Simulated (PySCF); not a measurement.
C2H7BFN, SMILES CB(F)NC.

Coordinates come from a B3LYP-D3(BJ)/def2-SVP optimisation. This is a generated structure with no PubChem entry under its InChIKey; it may be hypothetical. Other conformers were not sampled.

These are PBE/def2-TZVP in PySCF values and carry that method's errors.

Gas-phase values at a fixed geometry.

### Question
Estimate the frontier levels, gap, dipole moment and polarisability. (The exact figures need the calculation; the answer reports its results.)

### Answer

The highest occupied level is -6.15 eV. The lowest empty level comes out as 0.03 eV, the orbital gap is 6.18 eV and the dipole moment is 2.16 D. The quadrupole, principal values (traceless, Buckingham form, about the centre of nuclear charge) comes out as -1.01, -1.00, 2.02 D·Å and the mean static polarisability is 49.6 bohr³ (7.34 Å³). The polarisability, principal values is 40.2, 45.5, 62.9 bohr³.
